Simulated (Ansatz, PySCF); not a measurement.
CH6FNOSi2, SMILES N[Si@@H]1OC[Si@@H]1F. Atoms are numbered in the order given.

```xyz
12

N      2.3373     0.3045    -0.2142
Si     0.9960    -0.6345     0.2791
O      0.0071    -1.3462    -0.9156
C     -1.2544    -0.6675    -0.9529
Si    -1.0616     0.4157     0.6151
F     -1.2211     2.0239     0.3659
H      2.2346     1.1609    -0.7454
H      3.2636    -0.0949    -0.3084
H      1.5547    -1.6991     1.1586
H     -1.3672    -0.0839    -1.8848
H     -2.0809    -1.3985    -0.9189
H     -1.9695     0.0830     1.7545
```

Geometry optimised at PBE0-D3(BJ)/def2-SVP. The structure was generated by enumeration; whether it is a known compound was not checked. Other conformers were not sampled.

Two levels are set side by side: PBE-D3(BJ)/def2-SVP (Ansatz, an electronic-structure program) and PBE0-D3(BJ)/def2-SVP (Ansatz). Each level has its own optimised geometry; the coordinates shown are those of the second. Frequencies come from the Hessian of PySCF at each geometry. Differences are taken from unrounded values.

| quantity | PBE0-D3(BJ) | PBE-D3(BJ) | PBE-D3(BJ) minus PBE0-D3(BJ) |
|---|---|---|---|
| mean bond length (Å) | 1.496 | 1.509 | 0.013 |
| bond N1–Si2 (Å) | 1.710 | 1.726 | 0.015 |
| bond Si2–O3 (Å) | 1.706 | 1.731 | 0.024 |
| bond Si2–Si5 (Å) | 2.334 | 2.343 | 0.009 |
| bond O3–C4 (Å) | 1.433 | 1.448 | 0.015 |
| bond C4–Si5 (Å) | 1.916 | 1.929 | 0.013 |
| bond Si5–F6 (Å) | 1.635 | 1.651 | 0.016 |
| bond N1–H7 (Å) | 1.013 | 1.022 | 0.009 |
| bond N1–H8 (Å) | 1.013 | 1.022 | 0.009 |
| bond Si2–H9 (Å) | 1.490 | 1.500 | 0.011 |
| bond C4–H10 (Å) | 1.105 | 1.114 | 0.009 |
| bond C4–H11 (Å) | 1.104 | 1.112 | 0.008 |
| bond Si5–H12 (Å) | 1.494 | 1.508 | 0.013 |
| highest harmonic wavenumber (cm⁻¹) | 3723 | 3597 | -126 |
| mean harmonic wavenumber (cm⁻¹) | 1158 | 1116 | -42 |
| zero-point energy (kcal/mol) | 49.68 | 47.87 | -1.81 |

Exact exchange shortens and stiffens bonds; PBE has none. Differences between two approximate levels are no errors against the true value.
